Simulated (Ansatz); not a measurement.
A made-up structure of C2HZn, doublet:

```tsv
atom	x (Å)	y (Å)	z (Å)
C1	-0.3916	0.8126	-0.1804
C2	0.1850	-0.3865	0.0851
Zn3	1.1058	-2.2944	0.5095
H4	-0.8992	1.8684	-0.4142
```

It is relaxed with PBE-D4/def2-SVP and then PBE0-D4/def2-TZVP (Ansatz 0.2.0). Atoms count as bonded within 1.22 times the sum of their covalent radii (H–H: 0.88 Å). The end point is not checked to be a true minimum.

(1) Does its bonding change? (A judgement: the text doesn't fix the answer.)

Results:

(1) By the calculation: No: no bond forms or breaks.

Where it ends: The first stage lowers the energy by 0.99 eV in 4 steps. It ends as C₂HZn ([CH][C][Zn]):
```
4
angstrom
C -0.3496 0.7257 -0.1610
C 0.1655 -0.3448 0.0762
Zn 0.9872 -2.0489 0.4548
H -0.8031 1.6680 -0.3700
```

Labels in which every atom is bracketed show which atoms are joined, not bond orders.

For scale, one of the runs: PBE0-D4/def2-TZVP relaxation, 116 basis functions, launched by `ansatz run in.yaml --threads 2 --pin off --events-out ev --progress --plain --max-ram 4352MiB`. Hardware: 2 CPU threads of an Arm Neoverse V2, shared host. Wall time about 15 s.
